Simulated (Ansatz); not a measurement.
Consider the formal exchange of groups at the Si–S bond: `F[SiH](Cl)S[SiH2]Cl` + `CCC(N)=O` → `NC(=O)[SiH](F)Cl` + `CCS[SiH2]Cl`.

Computed with Ansatz on PBE0-D4/def2-TZVP structures; ΔE is electronic, products minus reactants. CCSD(T)/CBS is the MP2 limit (def2-TZVPP, def2-QZVPP) plus CCSD(T) − MP2 in def2-TZVPP, frozen cores. Each species was taken in one conformer, which may not be the lowest.

`F[SiH](Cl)S[SiH2]Cl`:

Z-matrix (Å, degrees):
```
Si
Cl 1 2.031
S 1 2.114 2 112.7
F 1 1.589 2 107.1 3 -121.1
H 1 1.471 2 109.1 3 120.6
Si 3 2.137 1 101.3 2 -82.9
Cl 6 2.045 3 112.3 1 66.3
H 6 1.475 3 111.1 1 -54.6
H 6 1.477 3 104.1 1 -175.9
```

`CCC(N)=O`:

```xyz
12

C    -1.127   -0.485   -1.161
C     0.132   -0.506   -0.319
C     0.112    0.535    0.783
N     1.327    0.828    1.314
O    -0.907    1.058    1.180
H    -1.114   -1.292   -1.896
H    -2.009   -0.598   -0.530
H    -1.226    0.463   -1.693
H     1.024   -0.365   -0.938
H     0.250   -1.482    0.167
H     2.167    0.379    1.001
H     1.370    1.464    2.091
```

`NC(=O)[SiH](F)Cl`:

Z-matrix (Å, degrees):
```
Si
F 1 1.598
C 1 1.903 2 109.2
Cl 1 2.031 2 108.3 3 -118.6
H 1 1.472 2 109.3 3 121.8
O 3 1.217 1 116.6 2 168.4
N 3 1.349 1 119.2 2 -11.5
H 7 1.009 3 119.4 1 -179.7
H 7 1.005 3 121.3 1 1.1
```

`CCS[SiH2]Cl`:

Cartesian coordinates in Å:
```
C -0.572 1.391 0.721
C 0.634 0.490 0.876
S 0.234 -1.295 0.887
Si -0.109 -1.654 -1.161
Cl 1.553 -1.220 -2.301
H -0.265 2.439 0.778
H -1.305 1.204 1.508
H -1.064 1.239 -0.241
H 1.126 0.654 1.837
H 1.380 0.668 0.100
H -1.195 -0.821 -1.726
H -0.416 -3.095 -1.277
```

```
         level  ΔE (kJ/mol)
 HF/def2-TZVPP        119.2
CCSD/CBS(def2)        111.4
```

Task: What does CCSD(T)/CBS give? (Estimate.)

Result: Computed: +108.9 kJ/mol. The listed levels differ from it by 10.3, 2.5 kJ/mol.

Largest T1 diagnostic among the species: 0.014.

In def2-TZVPP, CCSD(T) changes the Hartree–Fock value by −11.0 kJ/mol (the triples alone add −2.6 kJ/mol) and MP2 by −7.7 kJ/mol. From PBE to PBE0 (25 % exact exchange), in def2-TZVPP and without D4, ΔE moves by +10.6 kJ/mol.
